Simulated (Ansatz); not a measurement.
Program: Ansatz. Geometries: PBE0-D4/def2-TZVP. ΔE: electronic, gas phase. CBS: MP2 limit from def2 TZ/QZ plus the TZ coupled-cluster correction, frozen cores. This one scheme is used for every species. DFT in def2-TZVPP. B3LYP here is the variant with VWN-RPA as its local correlation; programs differ in this. Each species was taken in one conformer, which may not be the lowest.

Consider the substitution at a C–Si bond: `[CH3][AlH][CH2][SiH2]F` + H–F → `[CH3][AlH][CH2]F` + `F[SiH3]`.

Is it downhill or uphill in electronic energy at CCSD(T)/CBS, and by how much? (Estimate.)

Computed: Uphill: ΔE = +149.8 kJ/mol.

What do these levels give: r2SCAN-D4, PBE, B3LYP, MP2/def2-TZVPP, SCS-MP2/def2-QZVPP, HF/CBS(def2)? (Estimate.)

Ansatz gave: r2SCAN-D4 141.4, PBE 131.3, B3LYP 120.2, MP2/def2-TZVPP 159.0, SCS-MP2/def2-QZVPP 146.1, HF/CBS(def2) 115.9 kJ/mol.

Largest T1 diagnostic among the species: 0.011.

The D4 term adds +10.2 kJ/mol with B3LYP and +5.8 kJ/mol with PBE0; it sums over pairs of atoms, weighted by their polarisabilities, and B3LYP, whose exchange is more repulsive, gets the larger term. From PBE to PBE0 (25 % exact exchange), in def2-TZVPP and without D4, ΔE moves by +7.4 kJ/mol.
